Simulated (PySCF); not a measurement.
This PySCF input asks for the NMR shieldings of SMILES CC#CP(CP)C(F)(F)F, C5H7F3P2; the geometry comes from GFN2-xTB.

```python
import basis_set_exchange as bse
import numpy as np
from pyscf import gto, dft
from pyscf.prop import nmr

atoms = """
C     3.224444   -0.077670   -0.115273
C     1.835409    0.006938    0.255980
C     0.658753    0.044761    0.518254
P    -1.011487    0.211408    1.035058
C    -1.797275    0.524233   -0.620936
P    -1.569159    2.298901   -1.157358
C    -1.349834   -1.655848    1.035975
F    -0.970814   -2.284202   -0.088523
F    -2.662396   -1.900657    1.184359
F    -0.719457   -2.261848    2.050114
H     3.441873    0.650022   -0.896807
H     3.448637   -1.076490   -0.488264
H     3.852505    0.129300    0.750728
H    -1.380224   -0.139730   -1.385916
H    -2.873743    0.333738   -0.544511
H    -0.208631    2.360024   -0.837999
H    -1.925598    2.849151    0.076601
"""
names = dict.fromkeys(["C", "P", "F", "H"], "pcSseg-1")
basis = {el: gto.basis.parse(bse.get_basis(n, elements=[el], fmt="nwchem")) for el, n in names.items()}
mol = gto.M(atom=atoms, basis=basis, charge=0, verbose=0)
mf = dft.RKS(mol, xc="PBE0")
mf.grids.level = 2
mf.grids.alignment = dft.numint.BLKSIZE   # the property module wants whole blocks of grid points
mf.conv_tol = 1e-9
mf.kernel()

calc = nmr.RKS(mf)   # GIAO
C = mf.mo_coeff
Co = C[:, mf.mo_occ > 0]
resp = mf.gen_response(singlet=True, hermi=2)
def vind(x):   # induced exchange potential for any number of trial vectors
    d = np.einsum("pi,xij,qj->xpq", C, 2 * x.reshape(-1, C.shape[1], Co.shape[1]), Co, optimize=True)
    return np.einsum("xpq,pi,qj->xij", resp(d - d.transpose(0, 2, 1)), C, Co, optimize=True).ravel()
mo1, _ = nmr.rhf.solve_mo1(calc, with_cphf=vind)
sigma = calc.kernel(mo1)
for i, s in enumerate(sigma):   # ppm
    w = np.linalg.eigvalsh((s + s.T) / 2)
    print("%2d %-2s iso %8.1f  s11 %8.1f  s22 %8.1f  s33 %8.1f" % (i, mol.atom_pure_symbol(i), w.mean(), *w))
```

**Question.** What are the results?

**Answer.** 
```
 0 C  iso    180.9  s11    171.9  s22    172.9  s33    197.9
 1 C  iso     71.8  s11    -26.7  s22     -7.2  s33    249.5
 2 C  iso    108.4  s11     18.8  s22     31.4  s33    275.0
 3 P  iso    364.5  s11    274.4  s22    380.3  s33    438.8
 4 C  iso    173.0  s11    161.3  s22    173.8  s33    183.8
 5 P  iso    503.4  s11    436.0  s22    486.4  s33    587.8
 6 C  iso     47.4  s11     39.9  s22     45.9  s33     56.3
 7 F  iso    246.3  s11    166.8  s22    239.1  s33    332.9
 8 F  iso    250.3  s11    165.8  s22    251.7  s33    333.4
 9 F  iso    242.2  s11    160.1  s22    239.2  s33    327.1
10 H  iso     29.5  s11     24.2  s22     28.1  s33     36.2
11 H  iso     29.4  s11     24.1  s22     28.0  s33     36.3
12 H  iso     29.5  s11     24.2  s22     27.5  s33     36.6
13 H  iso     29.6  s11     24.2  s22     29.7  s33     34.8
14 H  iso     30.2  s11     23.6  s22     29.8  s33     37.1
15 H  iso     28.7  s11     22.8  s22     29.5  s33     33.7
16 H  iso     29.0  s11     24.3  s22     27.4  s33     35.3
```

These numbers come from an equivalent density-fitted implementation of the same equations, which agrees with the script to about 0.01 ppm for H and up to a few tenths of a ppm for heavy atoms, so last digits may differ.

Size and cost of the density-fitted run: 219 basis functions, 42 s wall time on 1 thread of an Arm Neoverse V1, shared host; peak memory 0.89 GiB.
